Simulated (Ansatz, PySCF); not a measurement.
Energy difference R1 → P1, each structure at its B3LYP-D3(BJ)/def2-TZVP stationary point, reached from a drawn start (curvature not checked).
R1, H2OTi (SMILES [OH][TiH]) (charge 0, multiplicity 3):
```csv
atom,x (Å),y (Å),z (Å)
Ti,-0.2565,-0.4052,-0.7846
O,-0.5517,0.0349,0.9523
H,-0.2573,0.4667,1.7556
H,1.0655,-0.0965,-1.9232
```
P1, H2OTi (SMILES [O]=[TiH2]) (charge 0, multiplicity 1):
```xyz
4

Ti     0.00000     0.00000    -0.02488
O      0.00000     0.00000     1.57386
H      1.57439     0.00000    -0.77449
H     -1.57439     0.00000    -0.77449
```

| level | reaction energy (kcal/mol) | cost |
|---|---|---|
| HF/def2-SVP | 62.24 | - |
| HF/def2-TZVPP | 56.13 | - |
| HF/def2-QZVPP | 56.69 | - |
| SVWN5/def2-TZVPP | -9.80 | ×0.5 |
| PBE/def2-TZVPP | -7.66 | ×1 |
| PBE-D3(BJ)/def2-TZVPP | -7.78 | ×1 |
| PBE-D4/def2-TZVPP | -7.90 | ×1 |
| BLYP/def2-TZVPP | -6.92 | ×0.9 |
| BLYP-D3(BJ)/def2-TZVPP | -7.18 | ×0.9 |
| BLYP-D4/def2-TZVPP | -7.44 | ×0.9 |
| revPBE/def2-TZVPP | -8.33 | ×1 |
| revPBE-D3(BJ)/def2-TZVPP | -8.59 | ×1 |
| revPBE-D4/def2-TZVPP | -9.00 | ×1 |
| r2SCAN/def2-TZVPP | -0.18 | ×3 |
| r2SCAN-D3(BJ)/def2-TZVPP | -0.21 | ×3 |
| r2SCAN-D4/def2-TZVPP | -0.24 | ×3 |
| B97M-V/def2-TZVPP | 2.12 | ×5 |
| B3LYP/def2-TZVPP | 4.59 | ×1 |
| B3LYP-D3(BJ)/def2-TZVPP | 4.37 | ×1 |
| B3LYP-D4/def2-TZVPP | 4.21 | ×1 |
| PBE0-D4/def2-TZVPP | 6.95 | ×1 |
| BHLYP/def2-TZVPP | 23.73 | ×1 |
| BHLYP-D3(BJ)/def2-TZVPP | 23.53 | ×1 |
| BHLYP-D4/def2-TZVPP | 23.47 | ×1 |
| M06-2X/def2-TZVPP | 19.25 | - |
| CAM-B3LYP-D3(BJ)/def2-TZVPP | 9.14 | ×1 |
| CAM-B3LYP-D4/def2-TZVPP | 9.04 | ×1 |
| wB97X-V/def2-TZVPP | 4.41 | ×3 |
| wB97M-V/def2-TZVPP | 7.03 | ×3 |
| B2PLYP/def2-TZVPP | -3.55 | ×2 |
| B2PLYP-D3(BJ)/def2-TZVPP | -3.66 | ×2 |
| B2PLYP-D4/def2-TZVPP | -3.71 | ×2 |
| MP2/def2-TZVPP | -11.38 | - |
| MP2/def2-QZVPP | -10.56 | ×3 |
| SCS-MP2/def2-SVP | -9.33 | - |
| SCS-MP2/def2-QZVPP | -9.74 | - |
| CCSD/def2-SVP | 12.60 | - |
| CCSD/def2-TZVPP | 12.41 | - |
| CCSD(T)/def2-SVP | -1.11 | ×0.3 |
| CCSD(T)/def2-TZVPP | -0.49 | ×3 |

P less R. No zero-point or thermal terms; singlets are restricted closed shells; open shells are unrestricted; no spin–orbit coupling. The spin states of the d-block species are the ones drawn and need not be the lowest.

Frozen-core correlation throughout.

Codes used: Ansatz (an electronic-structure program); PySCF for M06-2X and the D3/D4 terms. No computed number here is a measurement.

Costs are rough ratios of core time to PBE/def2-TZVPP (about 10 s over the structures, on one shared machine); a dash marks a level with no comparable run of its own.
